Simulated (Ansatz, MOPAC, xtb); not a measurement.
## BCl2F (dichlorofluoroborane): methods side by side

BCl2F, singlet, SMILES `FB(Cl)Cl`. Each level relaxes the structure for itself.

Quantity: the highest harmonic wavenumber at each level's own minimum, in cm⁻¹. The values are calculated.

| level | kind | program | value (cm⁻¹) |
| --- | --- | --- | --- |
| PM3 | semi-empirical | MOPAC | 1407 |
| PM6-D3H4 | semi-empirical | MOPAC | 1293 |
| PM7 | semi-empirical | MOPAC | 1244 |
| GFN1-xTB | semi-empirical | xtb | 1191 |
| HF/STO-3G | Hartree–Fock | Ansatz | 1631 |
| HF/3-21G | Hartree–Fock | Ansatz | 1474 |
| HF/def2-SVP | Hartree–Fock | Ansatz | 1422 |
| HF/6-31G* (Cartesian functions) | Hartree–Fock | Ansatz | 1434 |
| SVWN5/def2-TZVP | LDA | Ansatz | 1336 |
| PBE/def2-SVP | GGA | Ansatz | 1315 |

Harmonic and unscaled. The values span 1191 to 1631 cm⁻¹. Without the sets that lack polarisation functions the rows with a basis span only 1315 to 1434 cm⁻¹.
